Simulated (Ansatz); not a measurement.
Reaction (substitution at a C–N bond): `CN(C)[SiH]([SiH3])Cl` + `SB(Cl)Cl` → `CSB(Cl)Cl` + `CN[SiH]([SiH3])Cl`

Program: Ansatz. Geometries: PBE0-D4/def2-TZVP. ΔE: electronic, gas phase. CBS: MP2 limit from def2 TZ/QZ plus the TZ coupled-cluster correction, frozen cores. Functionals use def2-TZVPP. Each species was taken in one conformer, which may not be the lowest.

Q: Is it downhill or uphill in electronic energy at CCSD(T)/CBS, and by how much? (Best estimate.)

A: Computed: Downhill: ΔE = -0.24 eV.

Q: What do these levels give: B97M-V, r2SCANh-D4, CCSD(T)/def2-SVP, HF/def2-TZVPP, HF/CBS(def2), MP2/CBS(def2)? (Best estimate.)

A: Computed: B97M-V -0.24, r2SCANh-D4 -0.25, CCSD(T)/def2-SVP -0.03, HF/def2-TZVPP -0.23, HF/CBS(def2) -0.24, MP2/CBS(def2) -0.27 eV.

Largest T1 diagnostic among the species: 0.012.

Leaving LDA and LC-ωPBE aside and taking each functional with its dispersion term where it has one, the values, not all of them listed here, spread over 0.05 eV, from r2SCAN-D4 to CAM-B3LYP-D4. LDA lies +0.08 eV from PBE without D4. At CCSD(T), def2-SVP lies +0.21 eV from the extrapolated value and def2-TZVPP +0.05 eV.
